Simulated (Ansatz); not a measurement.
Geometry optimisation, Ansatz 0.2.0, RKS PBE0/def2-SVP.

Input file:

```yaml
crystal:
  periodic: [false, false, false]
  atoms:
    - { symbol: In, position_ang: [-0.7099, -0.5001, 0.2391] }
    - { symbol: Br, position_ang: [2.3426, -0.5538, 0.0345] }
    - { symbol: Cl, position_ang: [-1.7419, -1.8039, -1.3444] }
    - { symbol: Cl, position_ang: [-1.4136, -0.3461, 2.4179] }
    - { symbol: H, position_ang: [1.5013, 1.1572, -0.5349] }
    - { symbol: Cl, position_ang: [0.0215, 2.0468, -0.8123] }
basis:
  gaussian: { orbitals: def2-SVP }
hamiltonian:
  xc: pbe0
relax:
  f_tol: 0.15
  max_steps: 25
  restrain:
    - { distance: [0, 5], at: 2.44, k: 30.0 }
    - { distance: [4, 1], at: 1.51, k: 30.0 }
    - { distance: [0, 1], at: 3.92, k: 30.0 }
    - { distance: [4, 5], at: 2.63, k: 30.0 }
output:
  orbitals: {}
```

Launched with:

```bash
$ ansatz run input.yaml --threads 2 --pin off --max-ram 3072MiB --backend cpu --events-out ev --progress --plain --runs-dir out
```

**Question.** Where does it end, and by what steps?

**Answer.** It converged. The restraints hold the end off the free minimum; the threshold counts their pulls, which the force column leaves out. Restrained pairs: In1–Cl6 (2.85 → 2.41 Å), Br2–H5 (1.99 → 1.48 Å), In1–Br2 (3.06 → 3.91 Å), H5–Cl6 (1.75 → 2.62 Å). After 7 steps the energy has fallen by 0.824 eV (the restraints' own energy left out); H5 moved furthest, 0.64 Å.

```
step  energy less start (eV)  largest force component (eV/Å)  accepted
   0                  0.0000                           2.010       yes
   1                  0.0740                           2.154       yes
   2                 -0.4079                           2.020       yes
   3                 -0.8098                           1.042       yes
   4                 -0.7961                           0.875       yes
   5                 -0.8125                           0.975       yes
   6                 -0.7833                           1.336        no
   7                 -0.8241                           0.923       yes
```

```xyz
6
Properties=species:S:1:pos:R:3
In -1.164 -0.194 0.166
Br 2.729 -0.390 -0.161
Cl -1.760 -1.868 -1.322
Cl -1.542 -0.352 2.448
H 2.076 0.909 -0.420
Cl -0.338 1.895 -0.712
```

The run took 81 s on 2 threads of Intel(R) Xeon(R) Processor @ 2.50GHz (Skylake/Cascade Lake) (shared host), peak memory 0.36 GiB.
